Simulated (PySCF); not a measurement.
## Choosing a basis for TDDFT

Compound: SF₆.
SMILES: `FS(F)(F)(F)(F)F`

TDDFT with PBE0 (PySCF), vertical singlets, core orbitals frozen in the response, spherical d and f functions. Isolated species at its PBE0-D3(BJ)/def2-SVP geometry, gas phase.

Task: How do the low singlets change with the basis? Take 6-31G*, def2-SVP, 6-31+G*, def2-SVPD, aug-cc-pVDZ, def2-TZVP and def2-TZVPD.

Result: 

```
      basis  functions  diffuse  S1 (eV)  S2 (eV)  S3 (eV)  S4 (eV)  S5 (eV)  LUMO (eV)  α (au)
     6-31G*        102       no     8.51     8.51     8.51     9.58     9.58      -1.41    23.1
   def2-SVP        102       no     8.62     8.62     8.62     9.67     9.67      -1.63    20.8
    6-31+G*        130      yes     8.33     8.33     8.33     9.41     9.41      -2.19    28.0
  def2-SVPD        165      yes     8.49     8.49     8.49     9.57     9.57      -2.11    30.5
aug-cc-pVDZ        165      yes     8.31     8.31     8.31     9.40     9.40      -2.11    30.2
  def2-TZVP        223       no     8.70     8.70     8.70     9.81     9.81      -1.62    26.3
 def2-TZVPD        286      yes     8.63     8.63     8.63     9.74     9.75      -1.79    30.9
```

States are compared by their number. Against the largest diffuse basis here (def2-TZVPD, itself not a converged limit), sets without diffuse functions differ by up to 0.12 eV in S1 and 0.16 eV in S5; the smaller diffuse sets differ by up to 0.32 and 0.34 eV. State by state, the largest deviation of a set without diffuse functions is S1 0.12, S2 0.12, S3 0.12, S4 0.16, S5 0.16 eV. The same number needn't mean the same state in each row. Against def2-TZVPD the polarisability deviates by -25% in 6-31G*, -33% in def2-SVP, -9% in 6-31+G*, -1% in def2-SVPD, -2% in aug-cc-pVDZ, -15% in def2-TZVP.
